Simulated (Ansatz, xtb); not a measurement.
# Relative energy of two isomers of C4H8F2SSi

We compare a, `CS[SiH2]C(C)=C(F)F`, a singlet, with b, `C=C(C)S[C@H](F)[SiH2]F`, a singlet. Both are isolated molecules in the gas phase, relaxed with r2SCAN-D4/def2-SVP, each in the lowest conformer that the search found.

Q: Estimate which is lower in electronic energy at CCSD(T)/def2-SVP + ΔMP2/def2-TZVPP, and by roughly how much.

A: The CCSD(T)/def2-SVP + ΔMP2/def2-TZVPP calculation puts structure b lower, by 72.9 kJ/mol.

The same difference at several levels:

| level | geometry | E(b) − E(a) (kJ/mol) | departure from the last row (kJ/mol) | job, with rough time for the two |
| --- | --- | --- | --- | --- |
| r2SCAN-D4/def2-SVP | r2SCAN-D4/def2-SVP | −27.2 | +45.7 | optimisation, 96 s |
| HF/def2-SVP | r2SCAN-D4/def2-SVP | −35.9 | +37.0 | part of the CCSD(T) run |
| MP2/def2-SVP | r2SCAN-D4/def2-SVP | −47.4 | +25.6 | part of the CCSD(T) run |
| CCSD(T)/def2-SVP | r2SCAN-D4/def2-SVP | −44.7 | +28.3 | single point |
| CCSD(T)/def2-SVP + ΔMP2/def2-TZVPP | r2SCAN-D4/def2-SVP | −72.9 |  | single point, 2.5 min |

As drawn, b has 1 C–S, 1 F–Si in place of 1 S–Si, 1 C–F.

The levels shown agree on the order. The largest departure from CCSD(T)/def2-SVP + ΔMP2/def2-TZVPP is that of r2SCAN-D4/def2-SVP, 45.7 kJ/mol. Levels run at GFN2-xTB geometries aren't shown. The last row adds to CCSD(T) the change of the MP2 difference between the two basis sets, here −28.3 kJ/mol, a large step that makes the value less sure.

With thermal terms from frequencies at re-optimised GFN2-xTB minima (ideal gas, soft modes damped towards free rotors, one conformer each, 298.15 K, 1 atm): the zero-point term adds −1.9 kJ/mol; ΔH is −75.8 and ΔG −73.9 kJ/mol.

The correlated steps freeze 16 core orbitals. Mirror images aren't counted in ΔG. Codes used: Ansatz 0.2.0, xtb 6.7.1; the last row on 4 threads of Arm Neoverse V1 on a shared host.
